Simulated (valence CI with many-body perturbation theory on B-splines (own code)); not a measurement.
# Rh⁴⁰⁺: electric-dipole lines

Level of theory: relativistic CI+MBPT: three valence electrons over a frozen Dirac-Fock core [He], a basis of 11 s, 11 p, 9 d, 7 f, 5 g, 2 h, 1 i functions for each j, with the one-electron correlation potential Σ1 (screened to all orders), the two-electron term Σ2, the three-electron term Σ3, Breit, model QED; selected single and double excitations, second order for the rest (own B-spline code, finite nucleus).

No measured spectrum was set against this ion. As an estimate, large intervals hold to a few tenths of a per cent, small ones and those within an open d or f shell to about a per cent.

Lines 201 to 250 of 273 in falling wavelength, among levels below 3993.3 eV, chosen from the strongest by gf and those to the six lowest levels. Wavelengths and rates use the calculated energies. Electric multipoles are in the length gauge, E1 and E2 with the static RPA response of the core. Weak lines are less certain than strong ones. Lines between different terms over intervals too small for the method are left out, as are lines whose strength nearly cancels. The highest levels of a list are the least certain.

Levels are named by their leading jj configuration (3d3/2^4 stands for four electrons in 3d with j = 3/2), which in mixed levels can hold well under half, so a name can repeat and another be missing. Letters in brackets count levels of one name in rising energy.

```csv
λ vac (Å),Upper,Lower,A (s⁻¹),log gf,Branch %
3.465,(2s 2p1/2 3d5/2) J=3/2,(2s 2p1/2^2) J=1/2,5.44e+12,-1.41,3.1
3.465,(2p1/2 2p3/2 3p1/2) J=5/2,(2s 2p1/2 2p3/2) J=3/2 [b],2.97e+12,-1.49,12.7
3.464,(2s 2p3/2 3d3/2) J=3/2 [a],(2s 2p1/2 2p3/2) J=3/2 [a],1.57e+14,0.05,63.6
3.464,(2s 2p3/2 3d5/2) J=7/2 [a],(2s 2p1/2 2p3/2) J=5/2,1.91e+13,-0.56,6.7
3.463,(2s 2p3/2 3d3/2) J=1/2 [a],(2s 2p1/2 2p3/2) J=3/2 [a],2.09e+14,-0.12,95.5
3.460,(2s 2p3/2 3d5/2) J=5/2 [b],(2s 2p1/2 2p3/2) J=3/2 [b],5.20e+12,-1.25,1.8
3.457,(2s 2p3/2 3p1/2) J=3/2 [a],(2s^2 2p3/2) J=3/2,2.00e+13,-0.84,98.6
3.457,(2s 2p3/2 3d5/2) J=3/2 [b],(2s 2p1/2 2p3/2) J=3/2 [b],1.21e+12,-2.06,0.6
3.455,(2s 2p3/2 3p1/2) J=5/2,(2s^2 2p3/2) J=3/2,4.43e+13,-0.32,99.3
3.452,(2s 2p1/2 3p1/2) J=3/2,(2s^2 2p1/2) J=1/2,3.77e+12,-1.57,32.8
3.448,(2p1/2 2p3/2 3p1/2) J=3/2 [b],(2s 2p1/2 2p3/2) J=3/2 [b],1.66e+13,-0.93,23.7
3.439,(2s 2p3/2 3d3/2) J=5/2 [b],(2s 2p1/2 2p3/2) J=5/2,6.29e+12,-1.17,2.6
3.439,(2p1/2 2p3/2 3p1/2) J=3/2 [a],(2s 2p1/2 2p3/2) J=5/2,4.21e+12,-1.53,3.4
3.435,(2p1/2 2p3/2 3p3/2) J=1/2 [a],(2s 2p1/2 2p3/2) J=1/2,3.53e+13,-0.90,59.2
3.435,(2p1/2 2p3/2 3p3/2) J=5/2 [a],(2s 2p1/2 2p3/2) J=3/2 [b],2.30e+12,-1.61,4.1
3.433,(2s 2p1/2 3p1/2) J=1/2 [b],(2s^2 2p1/2) J=1/2,2.53e+13,-1.05,95.0
3.433,(2s 2p3/2 3d3/2) J=3/2 [b],(2s 2p1/2 2p3/2) J=5/2,1.06e+12,-2.12,0.6
3.432,(2s 2p3/2 3d5/2) J=1/2,(2s 2p1/2 2p3/2) J=3/2 [a],1.05e+12,-2.43,0.5
3.432,(2p1/2 2p3/2 3p3/2) J=1/2 [a],(2s 2p1/2 2p3/2) J=3/2 [b],7.28e+12,-1.59,12.2
3.431,(2p1/2^2 3p1/2) J=1/2,(2s 2p1/2^2) J=1/2,2.30e+13,-1.09,77.6
3.431,(2p1/2 2p3/2 3p3/2) J=3/2 [a],(2s 2p1/2 2p3/2) J=1/2,2.40e+13,-0.77,38.6
3.429,(2s 2p3/2 3d5/2) J=7/2 [b],(2s 2p1/2 2p3/2) J=5/2,4.49e+12,-1.20,5.4
3.427,(2p1/2 2p3/2 3p3/2) J=3/2 [a],(2s 2p1/2 2p3/2) J=3/2 [b],1.92e+13,-0.87,31.0
3.425,(2p1/2 2p3/2 3p1/2) J=5/2,(2s 2p1/2 2p3/2) J=5/2,1.74e+13,-0.74,74.2
3.420,(2s 2p3/2 3d5/2) J=5/2 [b],(2s 2p1/2 2p3/2) J=5/2,3.93e+11,-2.38,0.1
3.419,(2s 2p3/2 3p3/2) J=3/2 [a],(2s^2 2p3/2) J=3/2,5.90e+13,-0.38,98.3
3.418,(2p1/2 2p3/2 3p3/2) J=3/2 [b],(2s 2p1/2 2p3/2) J=1/2,1.56e+13,-0.96,24.8
3.418,(2p1/2 2p3/2 3p1/2) J=1/2,(2s 2p1/2 2p3/2) J=3/2 [a],2.40e+13,-1.07,52.1
3.415,(2s 2p1/2 3p3/2) J=3/2 [a],(2s^2 2p1/2) J=1/2,2.59e+13,-0.74,98.6
3.415,(2p1/2 2p3/2 3p3/2) J=3/2 [b],(2s 2p1/2 2p3/2) J=3/2 [b],2.14e+13,-0.82,34.0
3.415,(2s 2p3/2 3d3/2) J=5/2 [b],(2s 2p1/2 2p3/2) J=3/2 [a],2.23e+12,-1.63,0.9
3.414,(2p1/2 2p3/2 3p1/2) J=3/2 [a],(2s 2p1/2 2p3/2) J=3/2 [a],1.38e+13,-1.01,11.0
3.409,(2p1/2 2p3/2 3p1/2) J=3/2 [b],(2s 2p1/2 2p3/2) J=5/2,3.96e+13,-0.56,56.5
3.409,(2s 2p3/2 3d3/2) J=3/2 [b],(2s 2p1/2 2p3/2) J=3/2 [a],4.20e+12,-1.53,2.5
3.408,(2p1/2 2p3/2 3p3/2) J=5/2 [b],(2s 2p1/2 2p3/2) J=3/2 [b],2.88e+13,-0.52,47.9
3.408,(2s 2p3/2 3p3/2) J=5/2 [a],(2s^2 2p3/2) J=3/2,5.47e+13,-0.24,98.3
3.405,(2s 2p3/2 3p1/2) J=3/2 [b],(2s^2 2p3/2) J=3/2,1.80e+13,-0.90,94.6
3.405,(2s 2p3/2 3p3/2) J=1/2 [a],(2s^2 2p3/2) J=3/2,1.21e+14,-0.37,97.4
3.403,(2s 2p1/2 3p3/2) J=1/2,(2s^2 2p1/2) J=1/2,7.72e+13,-0.57,96.9
3.401,(2p1/2 2p3/2 3p1/2) J=5/2,(2s 2p1/2 2p3/2) J=3/2 [a],3.85e+11,-2.40,1.6
3.398,(2s 2p1/2 3p3/2) J=3/2 [b],(2s^2 2p1/2) J=1/2,5.95e+13,-0.39,98.4
3.397,(2p1/2 2p3/2 3p3/2) J=1/2 [b],(2s 2p1/2 2p3/2) J=3/2 [b],4.20e+13,-0.84,73.7
3.396,(2p1/2 2p3/2 3p3/2) J=5/2 [a],(2s 2p1/2 2p3/2) J=5/2,2.17e+12,-1.65,3.9
3.389,(2p1/2 2p3/2 3p3/2) J=3/2 [a],(2s 2p1/2 2p3/2) J=5/2,6.78e+12,-1.33,10.9
3.385,(2p1/2 2p3/2 3p1/2) J=3/2 [b],(2s 2p1/2 2p3/2) J=3/2 [a],5.14e+12,-1.45,7.3
3.383,(2p1/2 2p3/2 3p3/2) J=7/2,(2s 2p1/2 2p3/2) J=5/2,4.79e+13,-0.18,99.1
3.381,(2p1/2^2 3p3/2) J=3/2,(2s 2p1/2^2) J=1/2,4.88e+13,-0.48,90.3
3.376,(2p1/2 2p3/2 3p3/2) J=3/2 [b],(2s 2p1/2 2p3/2) J=5/2,8.36e+12,-1.24,13.2
3.373,(2p1/2^2 3d5/2) J=5/2,(2s^2 2p3/2) J=3/2,2.04e+12,-1.68,1.3
3.372,(2p1/2 2p3/2 3p3/2) J=5/2 [a],(2s 2p1/2 2p3/2) J=3/2 [a],4.66e+13,-0.32,83.5
```

**Question.** How does gf follow from A for the line at 3.381 Å?

**Answer.** gf = 1.4992 × (2J+1)_upper × A / σ², with σ = 29579119 cm⁻¹ and 2J+1 = 4: gf = 0.334.
